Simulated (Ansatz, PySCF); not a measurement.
This Ansatz (a program for electronic structure) input computes a PBE/def2-TZVPD energy:

Ansatz 0.2 input:
```yaml
crystal:
  periodic: [false, false, false]
  atoms:
    - {symbol: Si, position_ang: [0.78719875, 0.59393854, -0.30307161]}
    - {symbol: C, position_ang: [1.48944013, -0.97457061, -0.58849572]}
    - {symbol: F, position_ang: [1.33899123, 1.71366736, 0.79757253]}
    - {symbol: N, position_ang: [-0.84116281, 0.36860948, 0.31974756]}
    - {symbol: Si, position_ang: [-1.66101570, -1.10240287, 0.02395392]}
    - {symbol: H, position_ang: [0.77617160, 1.44498153, -1.53716733]}
    - {symbol: H, position_ang: [2.16848524, -1.12854320, -1.42309018]}
    - {symbol: H, position_ang: [1.55431300, -1.73862849, 0.18178005]}
    - {symbol: H, position_ang: [-1.28824382, 1.06625982, 0.89627310]}
    - {symbol: H, position_ang: [-3.03942368, -0.91640163, 0.61254994]}
    - {symbol: H, position_ang: [-1.14523010, -2.32492633, 0.69606618]}
    - {symbol: H, position_ang: [-1.89205725, -1.44008997, -1.40417536]}
basis:
  gaussian:
    orbitals: def2-TZVPD
hamiltonian:
  xc: {name: PBE}
total_charge: -1
output: {forces: true}
```

**Question.** Write an input for the same energy in PySCF and say what it gives.

**Answer.** 
```python
from pyscf import gto, scf, dft

mol = gto.M(
    atom='''
    Si    0.78719875    0.59393854   -0.30307161
    C     1.48944013   -0.97457061   -0.58849572
    F     1.33899123    1.71366736    0.79757253
    N    -0.84116281    0.36860948    0.31974756
    Si   -1.66101570   -1.10240287    0.02395392
    H     0.77617160    1.44498153   -1.53716733
    H     2.16848524   -1.12854320   -1.42309018
    H     1.55431300   -1.73862849    0.18178005
    H    -1.28824382    1.06625982    0.89627310
    H    -3.03942368   -0.91640163    0.61254994
    H    -1.14523010   -2.32492633    0.69606618
    H    -1.89205725   -1.44008997   -1.40417536
    ''',
    basis='def2-tzvpd',
    charge=-1,
    spin=0,
    verbose=4,
)

mf = dft.RKS(mol, xc='pbe').density_fit(auxbasis='def2-universal-jkfit')
mf.grids.level = 3
mf.conv_tol = 1e-9
mf.max_cycle = 100
mf.max_memory = 1500
mf.kernel()
if not mf.converged:
    mf = mf.newton()
    mf.kernel(mf.make_rdm1())
mf.analyze()
```
It gives -775.59748 Eh, and Ansatz -775.59736 Eh, a difference of 0.12 mEh, from the treatment of integrals and grids.

It need not be the lowest isomer of its formula. Whether it binds its extra electron was not tested at this geometry.
